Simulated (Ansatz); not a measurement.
Job for Ansatz (a quantum-chemistry and plane-wave program): R-r2SCAN/def2-TZVPP on CH4 (SMILES C).

Ansatz 0.2 input:
```yaml
crystal:
  periodic: [false, false, false]
  atoms:
    - {symbol: C, position_ang: [-0.00000000, 0.00000000, 0.00000000]}
    - {symbol: H, position_ang: [0.62885812, 0.62885812, 0.62885812]}
    - {symbol: H, position_ang: [0.62885812, -0.62885812, -0.62885812]}
    - {symbol: H, position_ang: [-0.62885812, 0.62885812, -0.62885812]}
    - {symbol: H, position_ang: [-0.62885812, -0.62885812, 0.62885812]}
basis:
  gaussian:
    orbitals: def2-TZVPP
hamiltonian:
  xc: {name: r2SCAN}
scf: {lower_state_search: off}
```

Question: What total energy does the run end on?

Answer: -40.5009 hartree.
